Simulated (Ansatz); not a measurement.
One change: `C[SiH](S)[SiH2]Cl` becomes `C=C[SiH](C)S`.

Ansatz, PBE0-D4/def2-TZVP geometries, multiplicity 1. Each molecule was computed in one conformer, which needn't be the lowest.

```json
{"property": "LUMO energy (PBE0/def2-TZVPP) / eV", "`C[SiH](S)[SiH2]Cl`": "-0.72"}
{"property": "HOMO–LUMO gap (ωB97M-V/def2-TZVPP) / eV", "`C[SiH](S)[SiH2]Cl`": "10.45"}
{"property": "HOMO energy (PBE/def2-TZVPP) / eV", "`C[SiH](S)[SiH2]Cl`": "-6.11"}
{"property": "HOMO–LUMO gap (B3LYP/def2-TZVPP) / eV", "`C[SiH](S)[SiH2]Cl`": "6.17"}
{"property": "HOMO–LUMO gap (PBE/def2-TZVPP) / eV", "`C[SiH](S)[SiH2]Cl`": "4.55"}
{"property": "HOMO energy (ωB97M-V/def2-TZVPP) / eV", "`C[SiH](S)[SiH2]Cl`": "-9.38"}
```

Q: Give the same properties after the change, and the shifts. (Best estimate.)

A: The calculation gave: 
| property | `C=C[SiH](C)S` | shift |
| --- | --- | --- |
| LUMO energy (PBE0/def2-TZVPP) / eV | -0.62 | 0.10 |
| HOMO–LUMO gap (ωB97M-V/def2-TZVPP) / eV | 10.84 | 0.39 |
| HOMO energy (PBE/def2-TZVPP) / eV | -5.99 | 0.12 |
| HOMO–LUMO gap (B3LYP/def2-TZVPP) / eV | 6.13 | -0.04 |
| HOMO–LUMO gap (PBE/def2-TZVPP) / eV | 4.39 | -0.16 |
| HOMO energy (ωB97M-V/def2-TZVPP) / eV | -9.40 | -0.02 |

B3LYP here is the variant with VWN-RPA as its local correlation; programs differ in this.
